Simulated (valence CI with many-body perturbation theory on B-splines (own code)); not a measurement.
## Te XXXI: E2, M1 decay

Level of theory: configuration interaction combined with many-body perturbation theory (CI+MBPT): four valence electrons over a frozen Dirac-Fock core [Ar], a basis of 7 s, 7 p, 8 d, 6 f, 4 g, 1 h functions for each j, with the one-electron correlation potential Σ1, the two-electron term Σ2, the three-electron term Σ3, Breit, model QED; selected CI, second order for the rest, scaled by the run's own slope (own B-spline code, finite nucleus).

The last digits are not significant, and no measured levels were compared; by estimate large intervals hold to a few tenths of a per cent, small ones and those within an open d or f shell to about a per cent. Only levels of the ground parity were solved; by the run's estimate the other parity begins above the list, which can be wrong where configurations are misplaced.

Lines 1 to 50 of 120 in falling wavelength, among levels below 716960 cm⁻¹, chosen from the decays that carry over 1 % of a level's rate. Wavelengths and rates use the calculated energies. Electric multipoles are in the length gauge, E1 and E2 with the static RPA response of the core. S is in atomic units (e²a₀⁴ for E2 and M2, e²a₀⁶ for E3), for M1 in squared Bohr magnetons. Weak lines are less certain than strong ones. Lines between different terms over intervals too small for the method are left out, as are lines whose strength nearly cancels.

Levels are named by their leading jj configuration (3d3/2^4 stands for four electrons in 3d with j = 3/2), which in mixed levels can hold well under half, so a name can repeat and another be missing. Letters in brackets count levels of one name in rising energy.

| λ vac (Å) | Upper | Lower | Type | A (s⁻¹) | S (a.u.) |
| --- | --- | --- | --- | --- | --- |
| 6977 | (3d3/2^2 3d5/2^2) J=6 | (3d3/2^2 3d5/2^2) J=5 | M1 | 3.02e+01 | 4.94e+00 |
| 4549 | (3d3/2^3 3d5/2) J=4 | (3d3/2^3 3d5/2) J=2 | E2 | 5.38e-05 | 8.42e-04 |
| 4494 | (3d3/2^3 3d5/2) J=3 | (3d3/2^3 3d5/2) J=2 | M1 | 3.68e+02 | 8.68e+00 |
| 2935 | (3d3/2^2 3d5/2^2) J=2 [b] | (3d3/2^2 3d5/2^2) J=1 | M1 | 4.13e+02 | 1.93e+00 |
| 2923 | (3d3/2^2 3d5/2^2) J=4 [b] | (3d3/2^2 3d5/2^2) J=5 | M1 | 6.33e+01 | 5.28e-01 |
| 2827 | (3d3/2^2 3d5/2^2) J=2 [d] | (3d3/2 3d5/2^3) J=1 [a] | M1 | 3.14e+02 | 1.31e+00 |
| 2742 | (3d3/2^2 3d5/2^2) J=5 | (3d3/2^2 3d5/2^2) J=4 [a] | M1 | 6.14e+02 | 5.16e+00 |
| 2545 | (3d3/2^3 3d5/2) J=2 | (3d3/2^3 3d5/2) J=1 | M1 | 2.43e+03 | 7.41e+00 |
| 2008 | (3d3/2^2 3d5/2^2) J=4 [b] | (3d3/2^2 3d5/2^2) J=3 [a] | M1 | 1.49e+03 | 4.01e+00 |
| 1871 | (3d3/2^2 3d5/2^2) J=1 | (3d3/2^2 3d5/2^2) J=0 [a] | M1 | 2.44e+03 | 1.78e+00 |
| 1834 | (3d3/2^2 3d5/2^2) J=2 [b] | (3d3/2^2 3d5/2^2) J=2 [a] | M1 | 9.28e+02 | 1.06e+00 |
| 1774 | (3d3/2^2 3d5/2^2) J=2 [b] | (3d3/2^2 3d5/2^2) J=3 [a] | M1 | 5.36e+01 | 5.54e-02 |
| 1744 | (3d3/2 3d5/2^3) J=3 [a] | (3d3/2^2 3d5/2^2) J=4 [b] | M1 | 8.47e+02 | 1.17e+00 |
| 1711 | (3d3/2 3d5/2^3) J=3 [c] | (3d3/2^2 3d5/2^2) J=2 [e] | M1 | 1.71e+03 | 2.23e+00 |
| 1635 | (3d3/2^2 3d5/2^2) J=3 [b] | (3d3/2^2 3d5/2^2) J=3 [a] | M1 | 1.78e+02 | 2.02e-01 |
| 1623 | (3d3/2^3 3d5/2) J=1 | (3d3/2^4) J=0 | M1 | 7.73e+03 | 3.68e+00 |
| 1583 | (3d3/2 3d5/2^3) J=1 [b] | (3d3/2^2 3d5/2^2) J=2 [e] | M1 | 2.04e+03 | 8.99e-01 |
| 1582 | (3d3/2^2 3d5/2^2) J=4 [a] | (3d3/2^3 3d5/2) J=3 | M1 | 1.71e+03 | 2.26e+00 |
| 1575 | (3d3/2^2 3d5/2^2) J=4 [a] | (3d3/2^3 3d5/2) J=4 | M1 | 8.00e+03 | 1.04e+01 |
| 1485 | (3d3/2 3d5/2^3) J=4 [a] | (3d3/2^2 3d5/2^2) J=5 | M1 | 1.56e+03 | 1.70e+00 |
| 1415 | (3d3/2^2 3d5/2^2) J=4 [b] | (3d3/2^2 3d5/2^2) J=4 [a] | M1 | 6.96e+02 | 6.58e-01 |
| 1376 | (3d3/2^2 3d5/2^2) J=4 [c] | (3d3/2 3d5/2^3) J=4 [a] | M1 | 1.62e+03 | 1.41e+00 |
| 1309 | (3d3/2 3d5/2^3) J=1 [a] | (3d3/2^2 3d5/2^2) J=2 [b] | M1 | 3.48e+03 | 8.69e-01 |
| 1303 | (3d3/2 3d5/2^3) J=5 | (3d3/2^2 3d5/2^2) J=4 [b] | M1 | 6.21e+03 | 5.60e+00 |
| 1271 | (3d3/2 3d5/2^3) J=3 [b] | (3d3/2 3d5/2^3) J=3 [a] | M1 | 2.11e+03 | 1.13e+00 |
| 1263 | (3d3/2 3d5/2^3) J=3 [b] | (3d3/2^2 3d5/2^2) J=2 [c] | M1 | 5.79e+02 | 3.03e-01 |
| 1219 | (3d3/2^2 3d5/2^2) J=3 [b] | (3d3/2^2 3d5/2^2) J=4 [a] | M1 | 1.46e+02 | 6.85e-02 |
| 1215 | (3d3/2 3d5/2^3) J=3 [c] | (3d3/2^2 3d5/2^2) J=2 [d] | M1 | 8.57e+02 | 3.99e-01 |
| 1205 | (3d3/2 3d5/2^3) J=4 [a] | (3d3/2^2 3d5/2^2) J=3 [a] | M1 | 2.22e+03 | 1.29e+00 |
| 1189 | (3d3/2^2 3d5/2^2) J=3 [a] | (3d3/2^3 3d5/2) J=3 | M1 | 8.55e+03 | 3.73e+00 |
| 1186 | (3d3/2^2 3d5/2^2) J=3 [a] | (3d3/2^3 3d5/2) J=4 | M1 | 4.10e+02 | 1.77e-01 |
| 1185 | (3d3/2^2 3d5/2^2) J=2 [c] | (3d3/2^2 3d5/2^2) J=1 | M1 | 1.27e+03 | 3.93e-01 |
| 1172 | (3d3/2^2 3d5/2^2) J=2 [e] | (3d3/2^2 3d5/2^2) J=2 [c] | M1 | 6.09e+03 | 1.82e+00 |
| 1149 | (3d3/2 3d5/2^3) J=1 [b] | (3d3/2^2 3d5/2^2) J=2 [d] | M1 | 6.86e+03 | 1.16e+00 |
| 1132 | (3d3/2 3d5/2^3) J=1 [b] | (3d3/2 3d5/2^3) J=0 | M1 | 1.48e+03 | 2.38e-01 |
| 1130 | (3d5/2^4) J=4 | (3d3/2^2 3d5/2^2) J=4 [c] | M1 | 8.13e+02 | 3.91e-01 |
| 1058 | (3d3/2^2 3d5/2^2) J=4 [c] | (3d3/2^2 3d5/2^2) J=3 [b] | M1 | 1.72e+03 | 6.79e-01 |
| 1055 | (3d3/2 3d5/2^3) J=3 [c] | (3d3/2^2 3d5/2^2) J=4 [c] | M1 | 7.70e+03 | 2.35e+00 |
| 1035 | (3d3/2 3d5/2^3) J=5 | (3d3/2^2 3d5/2^2) J=6 | M1 | 4.23e+03 | 1.91e+00 |
| 1000 | (3d3/2^2 3d5/2^2) J=5 | (3d3/2^3 3d5/2) J=4 | M1 | 5.76e+03 | 2.35e+00 |
| 963.1 | (3d3/2 3d5/2^3) J=4 [a] | (3d3/2^2 3d5/2^2) J=4 [a] | M1 | 2.42e+04 | 7.21e+00 |
| 954.0 | (3d3/2^2 3d5/2^2) J=2 [c] | (3d3/2^2 3d5/2^2) J=2 [a] | M1 | 3.73e+03 | 6.00e-01 |
| 949.9 | (3d3/2 3d5/2^3) J=3 [a] | (3d3/2^2 3d5/2^2) J=2 [a] | M1 | 1.71e+04 | 3.79e+00 |
| 944.8 | (3d3/2^2 3d5/2^2) J=4 [c] | (3d3/2^2 3d5/2^2) J=4 [b] | M1 | 2.37e+02 | 6.67e-02 |
| 944.0 | (3d3/2 3d5/2^3) J=6 | (3d3/2^2 3d5/2^2) J=6 | M1 | 8.72e+03 | 3.54e+00 |
| 940.4 | (3d3/2^2 3d5/2^2) J=3 [a] | (3d3/2^3 3d5/2) J=2 | M1 | 6.50e+03 | 1.40e+00 |
| 934.9 | (3d3/2^2 3d5/2^2) J=2 [d] | (3d3/2^2 3d5/2^2) J=3 [b] | M1 | 8.17e+03 | 1.24e+00 |
| 933.4 | (3d3/2 3d5/2^3) J=3 [a] | (3d3/2^2 3d5/2^2) J=3 [a] | M1 | 1.55e+04 | 3.28e+00 |
| 924.3 | (3d3/2^2 3d5/2^2) J=2 [a] | (3d3/2^3 3d5/2) J=2 | M1 | 8.09e+03 | 1.18e+00 |
| 905.4 | (3d3/2 3d5/2^3) J=1 [a] | (3d3/2^2 3d5/2^2) J=1 | M1 | 1.13e+04 | 9.37e-01 |
